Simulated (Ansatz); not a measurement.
This geometry of C2H9AlOSi (14 atoms, charge 0, multiplicity 1) is a first-order saddle point.

Method: RKS CAM-B3LYP-D4/STO-3G (Ansatz).

```xyz
14
Properties=species:S:1:pos:R:3
C -1.597 0.969 0.692
Al -0.001 0.071 0.164
Si 1.551 -0.607 1.707
C 0.299 -0.276 -1.713
O -0.729 0.339 -2.591
H -2.192 0.369 1.388
H -1.380 1.912 1.204
H -2.236 1.205 -0.164
H 2.688 -1.275 1.129
H 1.000 -1.529 2.668
H 2.085 0.487 2.479
H 0.391 -1.361 -1.904
H 1.280 0.144 -2.016
H -1.172 -0.478 -3.016
```

Problem. Which two structures does it join? (They come from a converged band through this point; their orientation in space is the band's.)

Solution. No bond is made or broken. The dihedral H12–C4–O5–H14 goes from -58 to 68°.

Initial state:

```xyz
14
Properties=species:S:1:pos:R:3
C -1.612 0.968 0.734
Al -0.039 0.042 0.190
Si 1.558 -0.597 1.702
C 0.214 -0.356 -1.680
O -0.940 0.132 -2.447
H -2.190 0.394 1.465
H -1.372 1.924 1.212
H -2.273 1.183 -0.110
H 2.680 -1.281 1.112
H 1.039 -1.488 2.710
H 2.113 0.523 2.420
H 0.354 -1.448 -1.827
H 1.156 0.103 -2.047
H -0.700 -0.127 -3.407
```

Final state:

```xyz
14
Properties=species:S:1:pos:R:3
C -1.602 0.890 0.595
Al 0.029 0.020 0.123
Si 1.583 -0.538 1.709
C 0.311 -0.422 -1.738
O -0.444 0.374 -2.728
H -2.223 0.254 1.234
H -1.422 1.810 1.160
H -2.209 1.162 -0.273
H 2.749 -1.189 1.170
H 1.051 -1.435 2.703
H 2.067 0.610 2.434
H 0.137 -1.507 -1.908
H 1.371 -0.265 -2.009
H -1.412 0.206 -2.442
```

Problem. How far does it lie above each of them?

Solution. 0.133 eV above the first and 0.077 eV above the second. This is the barrier of this one path; another mechanism may lie lower. Limits of this set-up: minimal basis.

The run took 73 s on 1 CPU thread of a shared host.
